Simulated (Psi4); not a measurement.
CF4 (SMILES FC(F)(F)F), singlet, at a GFN2-xTB geometry; MP2/cc-pVDZ run with Psi4 1.11.

The Psi4 input:
```
memory 2 GB

molecule {
0 1
C     0.00000000    0.00000000   -0.00000000
F     0.76156680    0.76669051    0.74768414
F    -0.74940203   -0.75691441    0.76961488
F    -0.76791520    0.75064431   -0.75740957
F     0.75575043   -0.76042041   -0.75988945
}

set {
  basis cc-pvdz
  freeze_core true
}

energy('mp2')
print_variables()
```

Task: What does Psi4 print? Leave out banner, timings and long lists.

Result: 
```
    SCF Algorithm Type (re)set to DF.

   => Loading Basis Set <=

    Name: CC-PVDZ
    Role: ORBITAL
    Keyword: BASIS

         ---------------------------------------------------------
                                   SCF
               by Justin Turney, Rob Parrish, Andy Simmonett
                          and Daniel G. A. Smith
                              RHF Reference
         ---------------------------------------------------------

  ==> Geometry <==

    Molecular point group: cs
    Full point group: Td

    Geometry (in Angstrom), charge = 0, multiplicity = 1:

       Center              X                  Y                   Z               Mass
    ------------   -----------------  -----------------  -----------------  -----------------
         C            0.000000000000     0.000000000000     0.000000000000    12.000000000000
         F            1.067245986166     0.766691533282     0.000000000000    18.998403162730
         F            0.005673193399    -0.758668422577     1.072949173466    18.998403162730
         F           -1.078592372965     0.750645311872     0.000000000000    18.998403162730
         F            0.005673193399    -0.758668422577    -1.072949173466    18.998403162730

  Running in cs symmetry.

  Rotational constants: A =      0.19269  B =      0.19269  C =      0.19269 [cm^-1]
  Rotational constants: A =   5776.72656  B =   5776.72654  C =   5776.72652 [MHz]
  Nuclear repulsion =  206.829443993380664

  Charge       = 0
  Multiplicity = 1
  Electrons    = 42
  Nalpha       = 21
  Nbeta        = 21

  ==> Algorithm <==

  SCF Algorithm Type is DF.
  DIIS enabled.
  MOM disabled.
  Fractional occupation disabled.
  Guess Type is SAD.
  Energy threshold   = 1.00e-08
  Density threshold  = 1.00e-08
  Integral threshold = 1.00e-12

  ==> Primary Basis <==

  Basis Set: CC-PVDZ
    Blend: CC-PVDZ
    Number of shells: 30
    Number of basis functions: 70
    Number of Cartesian functions: 75
    Spherical Harmonics?: true
    Max angular momentum: 2

   => Loading Basis Set <=

    Name: (CC-PVDZ AUX)
    Role: JKFIT
    Keyword: DF_BASIS_SCF

  ==> Integral Setup <==

  SCF_SUBTYPE=INCORE selected. In-core MEM_DF algorithm will be used.
  Using in-core AOs.

  ==> MemDFJK: Density-Fitted J/K Matrices <==

    J tasked:                   Yes
    K tasked:                   Yes
    wK tasked:                   No
    Algorithm:                 Core
    Schwarz Cutoff:           1E-12
    Mask sparsity (%):       0.0000
    Fitting Condition:        1E-10

   => Auxiliary Basis Set <=

  Basis Set: (CC-PVDZ AUX)
    Blend: CC-PVDZ-JKFIT
    Number of shells: 120
    Number of basis functions: 350
    Number of Cartesian functions: 405
    Spherical Harmonics?: true
    Max angular momentum: 3

  Minimum eigenvalue in the overlap matrix is 1.9329434342E-02.
  Reciprocal condition number of the overlap matrix is 5.5621643969E-03.
    Using symmetric orthogonalization.

  ==> Pre-Iterations <==

  SCF Guess: Superposition of Atomic Densities via on-the-fly atomic UHF (no occupation information).

   -------------------------
    Irrep   Nso     Nmo
   -------------------------
     A'        44      44
     A"        26      26
   -------------------------
    Total      70      70
   -------------------------

  ==> Iterations <==

                           Total Energy        Delta E     RMS |[F,P]|

   @DF-RHF iter SAD:  -435.18699570088535   -4.35187e+02   0.00000e+00
   @DF-RHF iter   1:  -435.52526539678604   -3.38270e-01   1.18859e-02 DIIS/ADIIS
   @DF-RHF iter   2:  -435.62464539214176   -9.93800e-02   7.04908e-03 DIIS/ADIIS
   @DF-RHF iter   3:  -435.66424159244247   -3.95962e-02   7.71486e-04 DIIS/ADIIS
   @DF-RHF iter   4:  -435.66519377975328   -9.52187e-04   2.02038e-04 DIIS/ADIIS
   @DF-RHF iter   5:  -435.66527428612335   -8.05064e-05   3.53859e-05 DIIS
   @DF-RHF iter   6:  -435.66527717187540   -2.88575e-06   2.88722e-06 DIIS
[...]

  ==> Post-Iterations <==

    Orbital Energies [Eh]
    ---------------------

    Doubly Occupied:

[...]
    Virtual:

[...]
      26App    4.576145

    Final Occupation by Irrep:
             Ap   App
    DOCC [    14,    7 ]
    NA   [    14,    7 ]
    NB   [    14,    7 ]

  @DF-RHF Final Energy:  -435.66527718852899

   => Energetics <=

    Nuclear Repulsion Energy =            206.8294439933806643
    One-Electron Energy =               -1018.2904033178551799
    Two-Electron Energy =                 375.7956821359455262
    Total Energy =                       -435.6652771885289894

Computation Completed

Properties will be evaluated at   0.000000,   0.000000,   0.000000 [a0]

Properties computed using the SCF density matrix

 Multipole Moments:

 ------------------------------------------------------------------------------------
     Multipole            Electronic (a.u.)      Nuclear  (a.u.)        Total (a.u.)
 ------------------------------------------------------------------------------------

 L = 1.  Multiply by 2.5417464519 to convert [e a0] to [Debye]
 Dipole X            :         -0.0000000            0.0000000           -0.0000000
 Dipole Y            :         -0.0000000           -0.0000000           -0.0000000
 Dipole Z            :          0.0000000            0.0000000            0.0000000
 Magnitude           :                                                    0.0000000

 ------------------------------------------------------------------------------------

  //>>>>>>>>>>>>>>>>>>>>>>>>>>>>>>>>>>>//
  //               DFMP2               //
  //<<<<<<<<<<<<<<<<<<<<<<<<<<<<<<<<<<<//

   => Loading Basis Set <=

    Name: (CC-PVDZ AUX)
    Role: RIFIT
    Keyword: DF_BASIS_MP2

	 --------------------------------------------------------
	                          DF-MP2
	      2nd-Order Density-Fitted Moller-Plesset Theory

	        Rob Parrish, Justin Turney, Andy Simmonett,
	           Ed Hohenstein, and C. David Sherrill
	 --------------------------------------------------------

   => Auxiliary Basis Set <=

  Basis Set: (CC-PVDZ AUX)
    Blend: CC-PVDZ-RI
    Number of shells: 90
    Number of basis functions: 280
    Number of Cartesian functions: 330
    Spherical Harmonics?: true
    Max angular momentum: 3

	 --------------------------------------------------------
	                 NBF =    70, NAUX =   280
	 --------------------------------------------------------
	   CLASS    FOCC     OCC    AOCC    AVIR     VIR    FVIR
	   PAIRS       5      21      16      49      49       0
	 --------------------------------------------------------

	-----------------------------------------------------------
	 ==================> DF-MP2 Energies <====================
	-----------------------------------------------------------
	 Reference Energy          =    -435.6652771885289894 [Eh]
	 Singles Energy            =      -0.0000000000000000 [Eh]
	 Same-Spin Energy          =      -0.2420637237426795 [Eh]
	 Opposite-Spin Energy      =      -0.6262418593125829 [Eh]
	 Correlation Energy        =      -0.8683055830552624 [Eh]
	 Total Energy              =    -436.5335827715842356 [Eh]
	-----------------------------------------------------------
	 ================> DF-SCS-MP2 Energies <==================
	-----------------------------------------------------------
	 SCS Same-Spin Scale       =       0.3333333333333333 [-]
	 SCS Opposite-Spin Scale   =       1.2000000000000000 [-]
	 SCS Same-Spin Energy      =      -0.0806879079142265 [Eh]
	 SCS Opposite-Spin Energy  =      -0.7514902311750995 [Eh]
	 SCS Correlation Energy    =      -0.8321781390893260 [Eh]
	 SCS Total Energy          =    -436.4974553276182974 [Eh]
	-----------------------------------------------------------

  Variable Map:
  ----------------------------------------------------------------------------
[...]
  Array Variable Map:
  ----------------------------------------------------------------------------
[...]
[...]
```
